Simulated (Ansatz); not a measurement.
**Molecular dynamics of C₃H₉FSi₂**

Input file:

```yaml
crystal:
  periodic: [false, false, false]
  atoms:
    - { symbol: F, position_ang: [-0.526329, -2.133392, 1.557579] }
    - { symbol: C, position_ang: [0.817146, -2.009694, 1.274338] }
    - { symbol: Si, position_ang: [1.272203, -0.327729, 0.416477] }
    - { symbol: C, position_ang: [-0.08603, 0.094179, -0.870868] }
    - { symbol: C, position_ang: [-0.341252, 1.644354, -1.091584] }
    - { symbol: Si, position_ang: [-1.761489, 0.719569, -0.380982] }
    - { symbol: H, position_ang: [1.446191, -2.165502, 2.207044] }
    - { symbol: H, position_ang: [1.120519, -2.837606, 0.567758] }
    - { symbol: H, position_ang: [1.275056, 0.762867, 1.384194] }
    - { symbol: H, position_ang: [2.564008, -0.421157, -0.201268] }
    - { symbol: H, position_ang: [0.0574, -0.482095, -1.80128] }
    - { symbol: H, position_ang: [0.237372, 2.364669, -0.48408] }
    - { symbol: H, position_ang: [-0.381919, 1.998991, -2.13671] }
    - { symbol: H, position_ang: [-2.97262, 0.54813, -1.156325] }
    - { symbol: H, position_ang: [-1.995042, 0.913793, 1.034148] }
basis:
  gaussian: { orbitals: STO-3G }
hamiltonian:
  xc: b3lyp
  dispersion: d4
md:
  timestep: 0.25
  n_steps: 250
  ensemble: nvt_nose_hoover
  temperature: 700.0
  initial_velocities: maxwell_boltzmann
  seed: 462751
  nose_hoover: { tau: 50.0, chain_length: 5 }
scf:
  lower_state_search: "off"
```

Launched with:

```bash
$ ansatz run input.yaml --threads 1 --pin off --max-ram 2048MiB --backend cpu --events-out ev --progress --plain --runs-dir out
```

It goes on from the last frame of an earlier run, with new velocities.

Output, in part (one step line in 3, the closing report, with atoms numbered from 0):

```
md step     0: t =     0.00 fs  T =   700.0 K  F+E_penalty+E_count = -21468.96341382 eV  E_kin = 1.176266 eV  conserved = -21467.78714782 eV  (13 SCF iters)
md step     3: t =     0.75 fs  T =   681.1 K  F+E_penalty+E_count = -21468.93149757 eV  E_kin = 1.144458 eV  conserved = -21467.78704081 eV  (19 SCF iters)
md step     6: t =     1.50 fs  T =   619.9 K  F+E_penalty+E_count = -21468.82831374 eV  E_kin = 1.041597 eV  conserved = -21467.78673385 eV  (13 SCF iters)
md step     9: t =     2.25 fs  T =   541.4 K  F+E_penalty+E_count = -21468.69602947 eV  E_kin = 0.909734 eV  conserved = -21467.78637876 eV  (13 SCF iters)
md step    12: t =     3.00 fs  T =   474.4 K  F+E_penalty+E_count = -21468.58312576 eV  E_kin = 0.797173 eV  conserved = -21467.78617884 eV  (12 SCF iters)
md step    15: t =     3.75 fs  T =   435.1 K  F+E_penalty+E_count = -21468.51697798 eV  E_kin = 0.731206 eV  conserved = -21467.78623414 eV  (12 SCF iters)
md step    18: t =     4.50 fs  T =   419.7 K  F+E_penalty+E_count = -21468.49080581 eV  E_kin = 0.705175 eV  conserved = -21467.78643858 eV  (13 SCF iters)
md step    21: t =     5.25 fs  T =   411.9 K  F+E_penalty+E_count = -21468.47741682 eV  E_kin = 0.692082 eV  conserved = -21467.78660504 eV  (13 SCF iters)
md step    24: t =     6.00 fs  T =   398.3 K  F+E_penalty+E_count = -21468.45402596 eV  E_kin = 0.669235 eV  conserved = -21467.78664003 eV  (13 SCF iters)
md step    27: t =     6.75 fs  T =   375.8 K  F+E_penalty+E_count = -21468.41555697 eV  E_kin = 0.631514 eV  conserved = -21467.78657267 eV  (12 SCF iters)
md step    30: t =     7.50 fs  T =   350.3 K  F+E_penalty+E_count = -21468.37174921 eV  E_kin = 0.588576 eV  conserved = -21467.78646867 eV  (13 SCF iters)
md step    33: t =     8.25 fs  T =   331.0 K  F+E_penalty+E_count = -21468.33839251 eV  E_kin = 0.556174 eV  conserved = -21467.78636114 eV  (13 SCF iters)
md step    36: t =     9.00 fs  T =   327.4 K  F+E_penalty+E_count = -21468.33133304 eV  E_kin = 0.550131 eV  conserved = -21467.78629363 eV  (13 SCF iters)
md step    39: t =     9.75 fs  T =   344.7 K  F+E_penalty+E_count = -21468.35945327 eV  E_kin = 0.579302 eV  conserved = -21467.78635012 eV  (13 SCF iters)
md step    42: t =    10.50 fs  T =   378.2 K  F+E_penalty+E_count = -21468.41446942 eV  E_kin = 0.635465 eV  conserved = -21467.78653792 eV  (13 SCF iters)
md step    45: t =    11.25 fs  T =   412.8 K  F+E_penalty+E_count = -21468.47120419 eV  E_kin = 0.693632 eV  conserved = -21467.78671406 eV  (14 SCF iters)
md step    48: t =    12.00 fs  T =   434.5 K  F+E_penalty+E_count = -21468.50586288 eV  E_kin = 0.730134 eV  conserved = -21467.78673365 eV  (13 SCF iters)
md step    51: t =    12.75 fs  T =   440.9 K  F+E_penalty+E_count = -21468.51437334 eV  E_kin = 0.740816 eV  conserved = -21467.78661743 eV  (13 SCF iters)
md step    54: t =    13.50 fs  T =   439.8 K  F+E_penalty+E_count = -21468.51034498 eV  E_kin = 0.739098 eV  conserved = -21467.78650242 eV  (14 SCF iters)
md step    57: t =    14.25 fs  T =   440.0 K  F+E_penalty+E_count = -21468.50827536 eV  E_kin = 0.739396 eV  conserved = -21467.78645842 eV  (14 SCF iters)
md step    60: t =    15.00 fs  T =   445.4 K  F+E_penalty+E_count = -21468.51478579 eV  E_kin = 0.748410 eV  conserved = -21467.78642452 eV  (13 SCF iters)
md step    63: t =    15.75 fs  T =   459.2 K  F+E_penalty+E_count = -21468.53526429 eV  E_kin = 0.771622 eV  conserved = -21467.78634660 eV  (13 SCF iters)
md step    66: t =    16.50 fs  T =   487.5 K  F+E_penalty+E_count = -21468.57983113 eV  E_kin = 0.819156 eV  conserved = -21467.78629119 eV  (13 SCF iters)
md step    69: t =    17.25 fs  T =   533.9 K  F+E_penalty+E_count = -21468.65456563 eV  E_kin = 0.897073 eV  conserved = -21467.78637986 eV  (13 SCF iters)
md step    72: t =    18.00 fs  T =   590.5 K  F+E_penalty+E_count = -21468.74632406 eV  E_kin = 0.992312 eV  conserved = -21467.78662375 eV  (14 SCF iters)
md step    75: t =    18.75 fs  T =   637.8 K  F+E_penalty+E_count = -21468.82178801 eV  E_kin = 1.071690 eV  conserved = -21467.78688231 eV  (14 SCF iters)
md step    78: t =    19.50 fs  T =   654.6 K  F+E_penalty+E_count = -21468.84578259 eV  E_kin = 1.100034 eV  conserved = -21467.78699519 eV  (14 SCF iters)
md step    81: t =    20.25 fs  T =   631.9 K  F+E_penalty+E_count = -21468.80299428 eV  E_kin = 1.061845 eV  conserved = -21467.78689264 eV  (12 SCF iters)
md step    84: t =    21.00 fs  T =   578.0 K  F+E_penalty+E_count = -21468.70784093 eV  E_kin = 0.971252 eV  conserved = -21467.78661975 eV  (12 SCF iters)
md step    87: t =    21.75 fs  T =   515.2 K  F+E_penalty+E_count = -21468.59799016 eV  E_kin = 0.865650 eV  conserved = -21467.78632316 eV  (12 SCF iters)
md step    90: t =    22.50 fs  T =   467.5 K  F+E_penalty+E_count = -21468.51407246 eV  E_kin = 0.785536 eV  conserved = -21467.78617499 eV  (12 SCF iters)
md step    93: t =    23.25 fs  T =   447.2 K  F+E_penalty+E_count = -21468.47649145 eV  E_kin = 0.751412 eV  conserved = -21467.78624845 eV  (12 SCF iters)
md step    96: t =    24.00 fs  T =   448.6 K  F+E_penalty+E_count = -21468.47551421 eV  E_kin = 0.753827 eV  conserved = -21467.78645941 eV  (12 SCF iters)
md step    99: t =    24.75 fs  T =   454.9 K  F+E_penalty+E_count = -21468.48238870 eV  E_kin = 0.764321 eV  conserved = -21467.78662704 eV  (12 SCF iters)
md step   102: t =    25.50 fs  T =   452.0 K  F+E_penalty+E_count = -21468.47367624 eV  E_kin = 0.759571 eV  conserved = -21467.78661098 eV  (12 SCF iters)
md step   105: t =    26.25 fs  T =   440.4 K  F+E_penalty+E_count = -21468.44995090 eV  E_kin = 0.740033 eV  conserved = -21467.78644082 eV  (12 SCF iters)
md step   108: t =    27.00 fs  T =   432.4 K  F+E_penalty+E_count = -21468.43236209 eV  E_kin = 0.726663 eV  conserved = -21467.78628364 eV  (12 SCF iters)
md step   111: t =    27.75 fs  T =   440.2 K  F+E_penalty+E_count = -21468.44123696 eV  E_kin = 0.739762 eV  conserved = -21467.78626131 eV  (12 SCF iters)
md step   114: t =    28.50 fs  T =   465.9 K  F+E_penalty+E_count = -21468.47994597 eV  E_kin = 0.782902 eV  conserved = -21467.78634352 eV  (12 SCF iters)
md step   117: t =    29.25 fs  T =   502.9 K  F+E_penalty+E_count = -21468.53728595 eV  E_kin = 0.845112 eV  conserved = -21467.78645263 eV  (12 SCF iters)
md step   120: t =    30.00 fs  T =   541.8 K  F+E_penalty+E_count = -21468.59722623 eV  E_kin = 0.910451 eV  conserved = -21467.78656675 eV  (12 SCF iters)
md step   123: t =    30.75 fs  T =   572.3 K  F+E_penalty+E_count = -21468.64258253 eV  E_kin = 0.961688 eV  conserved = -21467.78669729 eV  (13 SCF iters)
md step   126: t =    31.50 fs  T =   583.3 K  F+E_penalty+E_count = -21468.65474413 eV  E_kin = 0.980086 eV  conserved = -21467.78681165 eV  (13 SCF iters)
md step   129: t =    32.25 fs  T =   565.6 K  F+E_penalty+E_count = -21468.61859925 eV  E_kin = 0.950355 eV  conserved = -21467.78681955 eV  (13 SCF iters)
md step   132: t =    33.00 fs  T =   519.2 K  F+E_penalty+E_count = -21468.53442653 eV  E_kin = 0.872517 eV  conserved = -21467.78664903 eV  (13 SCF iters)
md step   135: t =    33.75 fs  T =   458.6 K  F+E_penalty+E_count = -21468.42651707 eV  E_kin = 0.770558 eV  conserved = -21467.78635693 eV  (13 SCF iters)
md step   138: t =    34.50 fs  T =   407.1 K  F+E_penalty+E_count = -21468.33473323 eV  E_kin = 0.684123 eV  conserved = -21467.78612916 eV  (13 SCF iters)
md step   141: t =    35.25 fs  T =   383.5 K  F+E_penalty+E_count = -21468.29028195 eV  E_kin = 0.644502 eV  conserved = -21467.78610387 eV  (13 SCF iters)
md step   144: t =    36.00 fs  T =   390.6 K  F+E_penalty+E_count = -21468.29735219 eV  E_kin = 0.656282 eV  conserved = -21467.78625161 eV  (13 SCF iters)
md step   147: t =    36.75 fs  T =   416.6 K  F+E_penalty+E_count = -21468.33613374 eV  E_kin = 0.700097 eV  conserved = -21467.78644855 eV  (13 SCF iters)
md step   150: t =    37.50 fs  T =   444.8 K  F+E_penalty+E_count = -21468.37794376 eV  E_kin = 0.747500 eV  conserved = -21467.78660287 eV  (13 SCF iters)
md step   153: t =    38.25 fs  T =   461.3 K  F+E_penalty+E_count = -21468.39945907 eV  E_kin = 0.775172 eV  conserved = -21467.78664020 eV  (13 SCF iters)
md step   156: t =    39.00 fs  T =   461.7 K  F+E_penalty+E_count = -21468.39353637 eV  E_kin = 0.775790 eV  conserved = -21467.78653911 eV  (13 SCF iters)
md step   159: t =    39.75 fs  T =   453.0 K  F+E_penalty+E_count = -21468.37236831 eV  E_kin = 0.761295 eV  conserved = -21467.78636311 eV  (13 SCF iters)
md step   162: t =    40.50 fs  T =   449.0 K  F+E_penalty+E_count = -21468.35888538 eV  E_kin = 0.754472 eV  conserved = -21467.78622283 eV  (13 SCF iters)
md step   165: t =    41.25 fs  T =   460.7 K  F+E_penalty+E_count = -21468.37182990 eV  E_kin = 0.774136 eV  conserved = -21467.78619758 eV  (13 SCF iters)
md step   168: t =    42.00 fs  T =   490.3 K  F+E_penalty+E_count = -21468.41447821 eV  E_kin = 0.823808 eV  conserved = -21467.78629826 eV  (12 SCF iters)
md step   171: t =    42.75 fs  T =   529.5 K  F+E_penalty+E_count = -21468.47287703 eV  E_kin = 0.889803 eV  conserved = -21467.78646916 eV  (12 SCF iters)
md step   174: t =    43.50 fs  T =   564.5 K  F+E_penalty+E_count = -21468.52343961 eV  E_kin = 0.948657 eV  conserved = -21467.78661975 eV  (12 SCF iters)
md step   177: t =    44.25 fs  T =   583.1 K  F+E_penalty+E_count = -21468.54566627 eV  E_kin = 0.979775 eV  conserved = -21467.78666190 eV  (12 SCF iters)
md step   180: t =    45.00 fs  T =   582.0 K  F+E_penalty+E_count = -21468.53461211 eV  E_kin = 0.977960 eV  conserved = -21467.78654251 eV  (12 SCF iters)
md step   183: t =    45.75 fs  T =   571.4 K  F+E_penalty+E_count = -21468.50748967 eV  E_kin = 0.960132 eV  conserved = -21467.78630414 eV  (13 SCF iters)
md step   186: t =    46.50 fs  T =   570.4 K  F+E_penalty+E_count = -21468.49667465 eV  E_kin = 0.958489 eV  conserved = -21467.78611958 eV  (13 SCF iters)
md step   189: t =    47.25 fs  T =   593.4 K  F+E_penalty+E_count = -21468.52618200 eV  E_kin = 0.997138 eV  conserved = -21467.78617228 eV  (13 SCF iters)
md step   192: t =    48.00 fs  T =   636.1 K  F+E_penalty+E_count = -21468.58837467 eV  E_kin = 1.068812 eV  conserved = -21467.78644252 eV  (19 SCF iters)
md step   195: t =    48.75 fs  T =   676.8 K  F+E_penalty+E_count = -21468.64661249 eV  E_kin = 1.137211 eV  conserved = -21467.78670953 eV  (19 SCF iters)
md step   198: t =    49.50 fs  T =   693.2 K  F+E_penalty+E_count = -21468.66349723 eV  E_kin = 1.164871 eV  conserved = -21467.78678325 eV  (19 SCF iters)
md step   201: t =    50.25 fs  T =   677.6 K  F+E_penalty+E_count = -21468.62627317 eV  E_kin = 1.138555 eV  conserved = -21467.78665743 eV  (19 SCF iters)
md step   204: t =    51.00 fs  T =   637.9 K  F+E_penalty+E_count = -21468.54915072 eV  E_kin = 1.071905 eV  conserved = -21467.78645061 eV  (12 SCF iters)
md step   207: t =    51.75 fs  T =   589.6 K  F+E_penalty+E_count = -21468.45835926 eV  E_kin = 0.990802 eV  conserved = -21467.78628190 eV  (12 SCF iters)
md step   210: t =    52.50 fs  T =   546.0 K  F+E_penalty+E_count = -21468.37615293 eV  E_kin = 0.917455 eV  conserved = -21467.78619988 eV  (12 SCF iters)
md step   213: t =    53.25 fs  T =   513.8 K  F+E_penalty+E_count = -21468.31383561 eV  E_kin = 0.863347 eV  conserved = -21467.78617757 eV  (12 SCF iters)
md step   216: t =    54.00 fs  T =   495.2 K  F+E_penalty+E_count = -21468.27486202 eV  E_kin = 0.832202 eV  conserved = -21467.78615486 eV  (12 SCF iters)
md step   219: t =    54.75 fs  T =   492.5 K  F+E_penalty+E_count = -21468.26259015 eV  E_kin = 0.827632 eV  conserved = -21467.78610406 eV  (13 SCF iters)
md step   222: t =    55.50 fs  T =   509.6 K  F+E_penalty+E_count = -21468.28341162 eV  E_kin = 0.856240 eV  conserved = -21467.78608528 eV  (13 SCF iters)
md step   225: t =    56.25 fs  T =   547.4 K  F+E_penalty+E_count = -21468.33900469 eV  E_kin = 0.919922 eV  conserved = -21467.78618740 eV  (13 SCF iters)
md step   228: t =    57.00 fs  T =   598.0 K  F+E_penalty+E_count = -21468.41529227 eV  E_kin = 1.004860 eV  conserved = -21467.78639122 eV  (13 SCF iters)
md step   231: t =    57.75 fs  T =   645.3 K  F+E_penalty+E_count = -21468.48544765 eV  E_kin = 1.084409 eV  conserved = -21467.78654359 eV  (13 SCF iters)
md step   234: t =    58.50 fs  T =   677.3 K  F+E_penalty+E_count = -21468.52916632 eV  E_kin = 1.138175 eV  conserved = -21467.78653001 eV  (12 SCF iters)
md step   237: t =    59.25 fs  T =   694.3 K  F+E_penalty+E_count = -21468.54729746 eV  E_kin = 1.166656 eV  conserved = -21467.78641085 eV  (12 SCF iters)
md step   240: t =    60.00 fs  T =   704.7 K  F+E_penalty+E_count = -21468.55453295 eV  E_kin = 1.184193 eV  conserved = -21467.78634671 eV  (12 SCF iters)
md step   243: t =    60.75 fs  T =   713.5 K  F+E_penalty+E_count = -21468.55909737 eV  E_kin = 1.198868 eV  conserved = -21467.78640773 eV  (13 SCF iters)
md step   246: t =    61.50 fs  T =   715.7 K  F+E_penalty+E_count = -21468.55295517 eV  E_kin = 1.202651 eV  conserved = -21467.78652206 eV  (12 SCF iters)
md step   249: t =    62.25 fs  T =   701.9 K  F+E_penalty+E_count = -21468.52002842 eV  E_kin = 1.179400 eV  conserved = -21467.78659196 eV  (13 SCF iters)
md step   250: t =    62.50 fs  T =   692.3 K  F+E_penalty+E_count = -21468.50085613 eV  E_kin = 1.163363 eV  conserved = -21467.78659654 eV  (13 SCF iters)
Total energy: -21468.50107996 eV, -788.9528628157 hartree
Atom 0 at    -0.180454    -2.299634     2.164395 Å, force     1.368623     0.337280    -1.538502 eV/Å
Atom 1 at     0.785578    -2.179771     1.054666 Å, force    -1.857218    -1.577053     0.696596 eV/Å
Atom 2 at     1.127956    -0.448587     0.427622 Å, force    -1.770373     2.142293    -1.208367 eV/Å
Atom 3 at    -0.046455     0.298642    -0.960009 Å, force     0.215364     0.002973    -0.681679 eV/Å
Atom 4 at    -0.313334     1.862789    -0.907168 Å, force     0.051402     0.621765     0.575695 eV/Å
Atom 5 at    -1.842165     0.821177    -0.706380 Å, force     1.292923     0.603457     0.108287 eV/Å
Atom 6 at     1.793012    -2.520064     1.422238 Å, force    -0.533038    -0.504961    -0.246591 eV/Å
Atom 7 at     0.394488    -2.868472     0.197702 Å, force     0.995531     0.859716     1.286939 eV/Å
Atom 8 at     1.095732     0.503621     1.528709 Å, force    -0.111852    -0.289166    -0.076536 eV/Å
Atom 9 at     2.463925    -0.443666    -0.040361 Å, force     0.780947    -0.124062    -0.415522 eV/Å
Atom 10 at     0.173410     0.063568    -2.041293 Å, force     0.053577    -0.472551     1.222007 eV/Å
Atom 11 at     0.142806     2.397337    -0.049612 Å, force    -0.495517    -0.363109    -0.094660 eV/Å
Atom 12 at    -0.136126     2.493894    -1.800497 Å, force    -0.027754    -0.785579     0.003012 eV/Å
Atom 13 at    -2.947152     0.903111    -1.631281 Å, force     0.298809    -0.266990    -0.333418 eV/Å
Atom 14 at    -2.309308     0.809826     0.628876 Å, force    -0.261424    -0.184014     0.702738 eV/Å
Dipole moment:     0.001597    -0.083658    -0.214409 e Å
```

The run went to its last step. The conserved energy stayed within 0.072 meV per atom of its start (net change 0.037 meV per atom), so the integration is sound. The mean temperature of the second half is 20 % below the set value. A run of 0.062 ps of so small a system gives no equilibrium averages. Limits of this set-up: minimal basis.

The same pairs are bonded in the first frame and the last. Pairs count as bonded within 1.25 times the sum of covalent radii (0.12 Å more for H–H).

Last frame:

```xyz
15
Properties=species:S:1:pos:R:3
F -0.180 -2.300 2.164
C 0.786 -2.180 1.055
Si 1.128 -0.449 0.428
C -0.046 0.299 -0.960
C -0.313 1.863 -0.907
Si -1.842 0.821 -0.706
H 1.793 -2.520 1.422
H 0.395 -2.869 0.198
H 1.096 0.504 1.529
H 2.464 -0.444 -0.040
H 0.173 0.064 -2.041
H 0.143 2.397 -0.050
H -0.136 2.494 -1.800
H -2.947 0.903 -1.631
H -2.309 0.810 0.629
```

Run time: 9.6 min on 1 thread of Intel(R) Xeon(R) Platinum 8488C (Sapphire Rapids) (shared host), peak memory 0.13 GiB.
